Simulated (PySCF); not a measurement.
**Question.** What does the PBE0-D3(BJ)/def2-SVP structure of `COC1=CC=CC12C=CC=C2` look like in three dimensions?

**Answer.** 
Z-matrix in Å and degrees, rows numbered from 1:
```
C 
O   1  1.4025
C   2  1.3312  1  116.36
C   3  1.3560  2  131.17  1     0.02
C   4  1.4646  3  107.66  2   179.99
C   5  1.3469  4  110.55  3    -0.00
C   6  1.5154  5  109.40  4     0.01
C   7  1.5110  3  113.38  2    58.19
C   8  1.3460  7  109.45  3  -123.54
C   9  1.4675  8  109.29  7     0.64
C  10  1.3461  9  109.30  8    -0.01
H   1  1.0970  2  107.15  3   179.98
H   1  1.1043  2  111.14  3    60.51
H   1  1.1043  2  111.14  3   -60.56
H   4  1.0890  3  127.07  2     0.01
H   5  1.0917  4  123.93  3  -179.99
H   6  1.0890  5  128.14  4   180.00
H   8  1.0899  7  122.66  3    57.03
H   9  1.0914  8  125.93  7  -179.37
H  10  1.0914  9  124.78  8   179.99
H  11  1.0899  7  122.67  3   -57.01
```

The C–C distances run from 1.346 Å (C8=C9, drawn double) to 1.516 Å (C3–C7, drawn single), a spread of 0.170 Å. The C–O distances run from 1.331 Å (O2–C3, drawn single) to 1.403 Å (C1–O2, drawn single), a spread of 0.072 Å. The 5-membered ring C7–C8–C9–C10–C11 has internal angles of 102.5° to 109.4°; it is planar, 0.00 Å rms from its mean plane, widest ring torsion 1°. The 5-membered ring C3–C4–C5–C6–C7 has internal angles of 101.6° to 110.8°; it is planar, 0.00 Å rms from its mean plane, widest ring torsion 0°.

Computed, not measured: PBE0-D3(BJ)/def2-SVP geometry optimisation, gas phase (PySCF 2.14.0).

Point group: Cs (tolerance 0.08 Å). No PBE0-D3(BJ)/def2-SVP frequencies stand behind this structure, so it isn't proved a minimum. The numbers are those of one conformer (C1–O2–C3–C4 0°).
